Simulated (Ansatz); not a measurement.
`CC[SiH](Cl)Cl` + `COB(O)Br` → `COB(Br)OC` + `C[SiH](Cl)Cl`  (substitution at a C–C bond)

Computed with Ansatz on PBE0-D4/def2-TZVP structures; ΔE is electronic, products minus reactants. CBS: MP2 limit from def2 TZ/QZ plus the TZ coupled-cluster correction, frozen cores. Functionals use def2-TZVPP. B3LYP here is the variant with VWN-RPA as its local correlation; programs differ in this. HSE06 is defined as in plane-wave codes. For Br outer-core shells are correlated without core-valence functions, which leaves a few kJ/mol of doubt a bond. Scalar relativity is left out up to krypton. One conformer a species, not always the lowest.

`CC[SiH](Cl)Cl`:

```xyz
11

C    -0.619   -0.313    1.291
C    -0.423   -0.540   -0.205
Si    0.884    0.544   -0.953
Cl    1.066    0.140   -2.953
Cl    0.374    2.516   -0.719
H    -0.938    0.711    1.499
H    -1.379   -0.986    1.693
H     0.304   -0.491    1.849
H    -1.354   -0.368   -0.756
H    -0.131   -1.576   -0.411
H     2.216    0.363   -0.336
```

`COB(O)Br`:

Cartesian coordinates in Å:
```
C 1.153 -0.203 0.886
O 0.344 -0.654 -0.181
B -0.725 -0.004 -0.656
O -1.414 -0.543 -1.684
Br -1.307 1.704 0.105
H 0.569 -0.099 1.803
H 1.613 0.759 0.649
H 1.931 -0.949 1.036
H -2.164 -0.011 -1.958
```

`COB(Br)OC`:

```xyz
12

C     1.232   -1.129   -1.382
O     0.025   -0.419   -1.609
B    -0.581    0.221   -0.594
Br   -2.225    1.161   -1.013
O    -0.067    0.205    0.651
C    -0.648    0.854    1.765
H     1.538   -1.557   -2.336
H     2.014   -0.463   -1.013
H     1.082   -1.931   -0.655
H    -0.009    0.655    2.624
H    -1.651    0.470    1.961
H    -0.710    1.932    1.600
```

`C[SiH](Cl)Cl`:

Cartesian coordinates in Å:
```
C 0.003 0.862 0.567
Si 0.087 -0.625 -0.524
Cl -1.757 -0.995 -1.338
Cl 0.664 -2.259 0.570
H 0.984 1.061 1.006
H -0.307 1.736 -0.012
H -0.715 0.704 1.373
H 1.041 -0.484 -1.643
```

```json
{"level": "PBE-D4", "ΔE (kJ/mol)": "43.3", "difference from CCSD(T)/CBS": "0.1"}
{"level": "B3LYP-D4", "ΔE (kJ/mol)": "37.5", "difference from CCSD(T)/CBS": "-5.7"}
{"level": "r2SCAN0-D4", "ΔE (kJ/mol)": "42.9", "difference from CCSD(T)/CBS": "-0.3"}
{"level": "HSE06-D4", "ΔE (kJ/mol)": "44.3", "difference from CCSD(T)/CBS": "1.1"}
{"level": "r2SCAN0", "ΔE (kJ/mol)": "42.6", "difference from CCSD(T)/CBS": "-0.6"}
{"level": "CAM-B3LYP", "ΔE (kJ/mol)": "35.0", "difference from CCSD(T)/CBS": "-8.2"}
{"level": "HF/def2-SVP", "ΔE (kJ/mol)": "28.7", "difference from CCSD(T)/CBS": "-14.5"}
{"level": "MP2/def2-TZVPP", "ΔE (kJ/mol)": "46.6", "difference from CCSD(T)/CBS": "3.4"}
{"level": "SCS-MP2/def2-QZVPP", "ΔE (kJ/mol)": "42.5", "difference from CCSD(T)/CBS": "-0.7"}
{"level": "CCSD/CBS(def2)", "ΔE (kJ/mol)": "42.4", "difference from CCSD(T)/CBS": "-0.8"}
{"level": "CCSD(T)/CBS", "ΔE (kJ/mol)": "43.2", "difference from CCSD(T)/CBS": "0"}
```

Largest T1 diagnostic among the species: 0.011.

Leaving LDA and LC-ωPBE aside and taking each functional with its dispersion term where it has one, the values, not all of them listed here, spread over 8.8 kJ/mol, from CAM-B3LYP-D4 to PBE-QIDH. At CCSD(T), def2-SVP lies −4.3 kJ/mol from the extrapolated value and def2-TZVPP −1.8 kJ/mol. In def2-TZVPP, CCSD(T) changes the Hartree–Fock value by +10.3 kJ/mol (the triples alone add +0.8 kJ/mol) and MP2 by +15.4 kJ/mol.
